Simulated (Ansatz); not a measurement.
Breaking a bond: GeGa (cation, charge +1), lowest singlet found (which spin is the ground state isn't settled by this scan).

- RKS-PBE = restricted PBE/aug-cc-pVDZ (Ansatz, a first-principles code)
- RKS-B3LYP = restricted B3LYP/aug-cc-pVDZ in Ansatz
- FCI = Ansatz with full CI/aug-cc-pVDZ, cores with 3d frozen

Energies relative to the lowest point of each curve between 2.89 and 3.91 Å, where full CI is lowest, in kJ/mol; the last columns give the error against full CI:

```
R / Å  RKS-PBE  RKS-B3LYP    FCI  RKS-PBE − FCI  RKS-B3LYP − FCI
-----  -------  ---------  -----  -------------  ---------------
2.89       8.5        9.5    8.8           -0.3              0.8
3.03       0.9        1.5    1.4           -0.5              0.1
3.28       0.0        0.0    0.0            0.0              0.0
3.51       7.4        6.9    6.7            0.8              0.3
3.91      27.2       26.3   25.8            1.4              0.5
4.28      46.0       45.1   45.2            0.8             -0.1
4.78      67.4       67.0   68.3           -0.9             -1.3
5.38      85.2       85.9   88.2           -3.0             -2.3
6.02      95.9       98.2  100.6           -4.7             -2.4
7.09     102.0      107.2  109.8           -7.9             -2.7
8.22     101.6      109.1  113.5          -11.9             -4.4
```

RKS-PBE is furthest from FCI at 8.22 (-11.9 kJ/mol, below); its mean absolute error over the points is 2.9 kJ/mol.

RKS-B3LYP is furthest from FCI at 8.22 (-4.4 kJ/mol, below); its mean absolute error over the points is 1.3 kJ/mol.

The scan ran from 1.74 to 8.22 Å; beyond the distances shown full CI changes its symmetry label. The restricted form behind RKS-PBE, RKS-B3LYP keeps the bonding electrons paired and can't separate into open-shell fragments. Also computed but left out beside FCI, since their determinant holds another spin at the minimum (<S²> over 0.7 above the pure value): UHF, UCCSD, UCCSD(T), UKS-BLYP, UKS-B3LYP, UKS-PBE, UKS-B3LYP/6-31G*, UHF/3-21G.
